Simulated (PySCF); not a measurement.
How methods differ on the excitation energy of Os

Os [Xe] 4f14 5d6 6s2 (5D) → Os [Xe] 4f14 5d6 6s1 7s1 (7D), as a difference of total energies. Computed with PySCF 2.14 in aug-cc-pwCVDZ-PP with ECP60MDF (6s6p5d3f, 70 functions), with a scalar-relativistic core potential. Correlated levels: valence: 5s2 5p6 frozen; valence and next inner shell: nothing frozen outside the core potential. The calculations carry no spin-orbit coupling.

| method | excitation energy (cm⁻¹) |
| --- | --- |
| UHF | 33457 |
| LDA | 48817 |
| PBE | 45059 |
| PBE0 | 43330 |
| r2SCAN | 43561 |
| LC-wPBE | 42047 |
| HSE06 | 43654 |
| M06-L | 49385 |
| TPSSh | 43444 |
| MP2 (valence) | 44091 |
| SCS-MP2 (valence) | 46397 |
| MP2 (valence and next inner shell) | 45632 |
| SCS-MP2 (valence and next inner shell) | 46944 |

The promoted electron is Rydberg-like, and one or two diffuse shells describe it only roughly, which tends to raise the upper state.
